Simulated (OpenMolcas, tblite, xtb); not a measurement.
## How methods differ on InSiH3OF (SMILES [F][In][O][SiH3])

InSiH3OF: 7 atoms, total charge 0, spin state doublet. SMILES: `[F][In][O][SiH3]`. Geometry: relaxed at PBE0-D4/def2-TZVP. This is one conformer, not always the lowest.

```xyz
7

F    -0.1335   -2.4475    1.8206
In   -0.7612   -2.2484   -0.0282
O    -0.4754   -0.4617   -0.8491
Si    0.1868    0.9487   -0.3462
H     0.0759    1.9370   -1.4527
H    -0.5182    1.4888    0.8505
H     1.6255    0.7830    0.0051
```

Quantity: the energy change with the F1–In2 bond stretched from 1.963 to 4.318 Å, in eV. The values are calculated.

```csv
level,kind,program,value (eV),CPU time (all runs)
GFN-FF,force field,xtb,2.95,under 2 s
GFN2-xTB,semi-empirical,tblite,1.35,under 2 s
GFN0-xTB,semi-empirical,xtb,0.31,under 2 s
IPEA1-xTB,semi-empirical,tblite,2.76,under 2 s
UHF/def2-SVP (core potential),Hartree–Fock,OpenMolcas,1.56,39 s
U-revPBE/def2-SVP (core potential),GGA,OpenMolcas,2.32,2.6 min
UBLYP/def2-SVP (core potential),GGA,OpenMolcas,2.29,2.8 min
UPBE/def2-SVP (core potential),GGA,OpenMolcas,2.49,3 min
UTPSS/def2-SVP (core potential),meta-GGA,OpenMolcas,2.48,2.8 min
UB3LYP/def2-SVP (core potential),global hybrid,OpenMolcas,2.46,3.2 min
```

The first shape isn't each level's own minimum. The values span 0.31 to 2.95 eV. Times are those of the runs behind each value, whatever else they computed, on shared processors of several kinds: orders of magnitude only.
